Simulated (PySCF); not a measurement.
C2H8FNOSi, SMILES [SiH](O)(F)N(C)C.

Geometry: PBE0-D3(BJ)/def2-SVP. The values are those of a single conformer.

These are PySCF 2.14.0 with PBE0-D3(BJ)/def2-SVP values and carry that method's errors.

Frequencies are harmonic and unscaled.

```csv
mode,ν (cm⁻¹),IR (km/mol),moving atoms (share of kinetic energy)
1,54,0.3,"C 40 %, H 23 %, F 19 %, O 16 %"
2,137,0.4,"H 53 %, N 32 %"
3,181,2.8,"C 26 %, F 25 %, O 24 %, H 19 %"
4,228,0.7,H 94 %
5,246,0.3,"H 60 %, F 13 %, O 10 %, C 10 %"
6,261,8.0,"H 43 %, F 19 %, N 18 %, O 10 %"
7,325,40.7,"H 39 %, C 29 %, F 15 %"
8,347,27.5,"H 25 %, C 22 %, O 19 %, Si 18 %, N 9 %"
9,394,49.5,"Si 25 %, H 23 %, F 17 %, N 15 %, C 14 %"
10,404,94.7,"H 53 %, O 17 %, C 10 %, Si 9 %"
11,675,23.3,"C 34 %, H 22 %, Si 22 %, N 11 %"
12,787,45.2,"H 73 %, O 20 %"
13,836,40.3,"H 67 %, F 25 %"
14,880,280.1,"Si 36 %, H 35 %, F 16 %, O 11 %"
15,899,117.3,"H 80 %, O 13 %"
16,969,202.5,"Si 50 %, O 26 %, F 14 %, H 9 %"
17,1043,132.4,"H 44 %, C 34 %, N 18 %"
18,1093,2.0,"H 76 %, C 23 %"
19,1117,0.0,"H 81 %, C 19 %"
20,1171,1.7,"H 70 %, C 19 %, N 11 %"
21,1276,95.5,"N 62 %, C 30 %"
22,1341,80.4,"N 43 %, H 34 %, C 21 %"
23,1429,1.1,"H 86 %, C 13 %"
24,1457,3.9,"H 83 %, C 17 %"
25,1457,0.5,H 96 %
26,1465,13.8,H 97 %
27,1482,23.5,H 96 %
28,1509,10.1,H 92 %
29,2307,142.8,H 97 %
30,2994,53.4,H 97 %
31,3000,99.4,H 97 %
32,3056,83.7,"H 91 %, C 9 %"
33,3066,3.6,"H 90 %, C 10 %"
34,3144,11.2,"H 91 %, C 9 %"
35,3165,5.5,"H 91 %, C 9 %"
36,3921,90.6,H 94 %
```
